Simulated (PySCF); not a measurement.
Computed with delta-SCF UKS SCAN, pcX-2 on the ionised atom, pcseg-1 elsewhere, spin-free X2C in PySCF. Geometries: PBE0-D3(BJ)/def2-SVP; isolated species, one conformer each. Values against the vacuum level.

**Question.** Rank by computed C 1s binding energy, lowest first.
A. C5 in `[CH3:1][CH2:2][O:3][SiH2:4][CH3:5]`
B. C2 in `[CH3:1][CH:2]([CH3:3])[O:4][SiH3:5]`
C. C3 in `[CH3:1][O:2][CH2:3][SiH2:4][CH3:5]`
D. C8 in `[CH3:1][c:2]1[cH:3][cH:4][n:5][n:6]1[CH:7]1[CH2:8][CH2:9]1`

**Answer.** A (290.26 eV), D (290.57 eV), C (291.41 eV), B (292.27 eV).

The highest is bonded to O, 2 C and H, the lowest to 3 H and Si; the range is 2.01 eV.

**Question.** Rank by computed Si 1s binding energy, lowest first.
A. Silicon in `CCO[SiH2]C`
B. Silicon in `COC[SiH2]C`
C. Silicon in `CC(C)O[SiH3]`

**Answer.** B (1846.06 eV), A (1846.85 eV), C (1847.21 eV).

The highest is bonded to O and 3 H, the lowest to 2 C and 2 H; the range is 1.15 eV.
